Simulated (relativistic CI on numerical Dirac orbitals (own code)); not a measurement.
Pm⁴⁶⁺: computed level list

These numbers are calculated, not measured: Dirac-Coulomb-Breit CI, separate exchange-only KLI orbitals for each configuration, QED by a radiative potential, unscaled Slater integrals (own radial code, finite nucleus).

Configuration list (outside the closed core [Ne]): 3s²3p³, 3s3p⁴, 3s²3p²3d, 3p⁵, 3s3p³3d, 3p⁴3d, 3s3p²3d², 3s²3p3d4p, 3p⁴4s, 3s3p²3d4s, 3p⁴4p, 3s²3p²4s, 3s²3p²4p, 3p³3d4p, 3s²3p²4d, 3s3p³4s, 3s²3p²4f, 3s3p³4p, 3s3p³4d, 3s3p³4f, 3s²3p²5s, 3s²3p²5p, 3s²3p4s4p, 3s²3p²5d, 3s²3p²5f, 3s²3p²5g, 3s3p²4s², 3s3p³5s, 3s²3p3d², 3s²3d³, 3s3p3d³, 3s²3d²4s, 3s²3d²4p, 3s²3d²4d, 3p³3d², 3p²3d³, 3p²3d²4s, 3p²3d²4p, 3p²3d²4d, 3s²3p3d4s, 3s3p3d²4s, 3s²3d4s², 3s²3d4s4p, 3s²3d4s4d, 3s3p²3d4p, 3s3p3d²4p, 3s3p3d4s4p, 3s3p3d4p², 3s3p3d4p4d, 3p³3d4s, 3p²3d4s², 3p²3d4s4p, 3p²3d4s4d, 3s²3p4s², 3s3p3d4s², 3s²4s²4p, 3s²4s²4d, 3s²3p4p², 3s²3d4p², 3s²4s4p², 3s²4p³, 3s²4p²4d, 3s3p²4s4p, 3s3p4s²4p, 3s3p4s4p², 3s3p4s4p4d. Double excitations out of closed p, d and f shells are left out; levels of such configurations are missing from the list, as are those of other unlisted configurations, and high levels can miss mixing partners. These lack a partner that the ground configuration has and come out too high: 3s²3p²4f, 3s3p³4d, 3s3p³4f, 3s²3p²5s, 3s²3p²5p.

The lowest level is 3s²3p³ ²P°3/2, with 46 % of that term; Hund's rules for 3s²3p³ give ⁴S° with J = 3/2, of which the calculation keeps J, while another term leads.

```
No.  Configuration  Term    J   E (eV)   %  Next component (%)    jj configuration (%)
  1         3s²3p³   ²P°  3/2    0.000  46              27 ⁴S°              3p3/2 (99)
  2         3s²3p³   ⁴S°  3/2  131.104  54              45 ²D°      3p1/2 3p3/2^2 (98)
  3         3s²3p³   ²D°  5/2  140.752  99       1 3s3p³3d ²D°      3p1/2 3p3/2^2 (99)
  4         3s²3p³   ²P°  1/2  152.832  98      1 3s²3p3d² ²P°      3p1/2 3p3/2^2 (98)
  5       3s²3p²3d    ²D  3/2  178.978  37               36 ⁴F      3p1/2^2 3d3/2 (98)
  6       3s²3p²3d    ²D  5/2  219.112  27               20 ⁴D      3p1/2^2 3d5/2 (90)
  7          3s3p⁴    ⁴P  5/2  261.668  64               21 ²D         3s 3p3/2^2 (84)
  8          3s3p⁴    ²S  1/2  284.805  51               30 ⁴P         3s 3p3/2^2 (84)
  9          3s3p⁴    ²P  3/2  284.906  30               27 ²D         3s 3p3/2^2 (70)
 10         3s²3p³   ²P°  3/2  285.352  52              28 ²D°            3p3/2^3 (98)
 11       3s²3p²3d    ²F  5/2  308.854  47               45 ⁴F  3p1/2 3p3/2 3d3/2 (97)
 12       3s²3p²3d    ⁴F  3/2  310.654  32               30 ⁴D  3p1/2 3p3/2 3d3/2 (93)
 13       3s²3p²3d    ⁴D  1/2  310.916  79               15 ²P  3p1/2 3p3/2 3d3/2 (98)
 14       3s²3p²3d    ²G  7/2  318.521  45               27 ²F  3p1/2 3p3/2 3d3/2 (95)
 15       3s²3p²3d    ⁴D  7/2  341.588  47               37 ⁴F  3p1/2 3p3/2 3d5/2 (99)
 16       3s²3p²3d    ²D  5/2  341.838  30               25 ⁴P  3p1/2 3p3/2 3d3/2 (79)
 17       3s²3p²3d    ²P  3/2  347.269  40               30 ⁴P  3p1/2 3p3/2 3d5/2 (86)
 18       3s²3p²3d    ²D  3/2  348.580  28               23 ²P  3p1/2 3p3/2 3d3/2 (75)
 19       3s²3p²3d    ²P  1/2  348.883  37               35 ⁴P  3p1/2 3p3/2 3d3/2 (87)
 20       3s²3p²3d    ²D  5/2  351.859  33               29 ²F  3p1/2 3p3/2 3d5/2 (85)
 21       3s²3p²3d    ²G  9/2  352.057  58               41 ⁴F  3p1/2 3p3/2 3d5/2 (98)
 22       3s²3p²3d    ²F  7/2  371.309  51               25 ²G  3p1/2 3p3/2 3d5/2 (91)
 23       3s²3p²3d    ²D  5/2  372.855  40               26 ⁴P  3p1/2 3p3/2 3d5/2 (86)
 24       3s²3p²3d    ²D  3/2  377.933  63               15 ²P  3p1/2 3p3/2 3d5/2 (91)
 25       3s²3p²3d    ²P  1/2  380.274  50               35 ²S  3p1/2 3p3/2 3d5/2 (89)
 26          3s3p⁴    ⁴P  3/2  405.719  55               20 ²D   3s 3p1/2 3p3/2^3 (77)
 27          3s3p⁴    ²D  5/2  417.939  62               17 ⁴P   3s 3p1/2 3p3/2^3 (78)
 28          3s3p⁴    ²P  1/2  434.612  42               27 ⁴P   3s 3p1/2 3p3/2^3 (69)
 29        3s3p³3d   ⁴D°  5/2  434.629  28              25 ⁶D°     3s 3p3/2 3d3/2 (91)
 30          3s3p⁴    ²P  3/2  436.025  44               23 ²D   3s 3p1/2 3p3/2^3 (74)
 31        3s3p³3d   ⁶D°  3/2  436.408  30              23 ⁴D°     3s 3p3/2 3d3/2 (92)
 32        3s3p³3d   ⁴P°  1/2  437.503  41              38 ⁶D°     3s 3p3/2 3d3/2 (93)
 33        3s3p³3d   ⁶D°  7/2  441.400  25              24 ⁴F°     3s 3p3/2 3d3/2 (82)
 34        3s3p³3d   ⁴F°  3/2  456.068  25              22 ²D°     3s 3p3/2 3d3/2 (74)
 35        3s3p³3d   ⁴F°  9/2  468.023  44              38 ⁶D°     3s 3p3/2 3d5/2 (95)
 36        3s3p³3d   ²F°  5/2  468.738  27              26 ⁴G°     3s 3p3/2 3d3/2 (82)
 37        3s3p³3d   ⁴D°  1/2  471.839  46              30 ²P°     3s 3p3/2 3d3/2 (85)
 38       3s²3p²3d    ²D  5/2  475.736  27               23 ²F      3p3/2^2 3d3/2 (82)
 39       3s²3p²3d    ²F  7/2  476.671  49               20 ⁴F      3p3/2^2 3d3/2 (88)
 40       3s²3p²3d    ²D  3/2  477.598  26               24 ⁴P      3p3/2^2 3d3/2 (76)
 41       3s²3p²3d    ⁴P  1/2  478.180  35               30 ²P      3p3/2^2 3d3/2 (76)
 42        3s3p³3d   ⁴D°  5/2  480.537  31              24 ⁴P°     3s 3p3/2 3d5/2 (91)
 43       3s²3p²3d    ²F  7/2  486.034  55               32 ⁴D      3p3/2^2 3d5/2 (92)
 44       3s²3p²3d    ⁴F  9/2  487.869  58               41 ²G      3p3/2^2 3d5/2 (98)
 45        3s3p³3d   ²P°  3/2  488.300  28              28 ²D°     3s 3p3/2 3d5/2 (75)
```

Energies count from the lowest computed level; ° marks odd parity. Filled j subshells are mostly left out of the jj labels.

The mean weight of the leading LS term, summed over parents, in these 45 levels is 45 %, and that of the leading jj configuration (from the same eigenvectors) 87 %, so jj coupling describes them better and the LS labels are nominal.

At this charge energies of transitions that change n are usually good to better than 1 %, and those within a shell (Δn = 0) to a few per cent.

LS names give the leading component of a level, which can be under half, so a name can repeat, a term be missing and a line seem to break the LS rules.
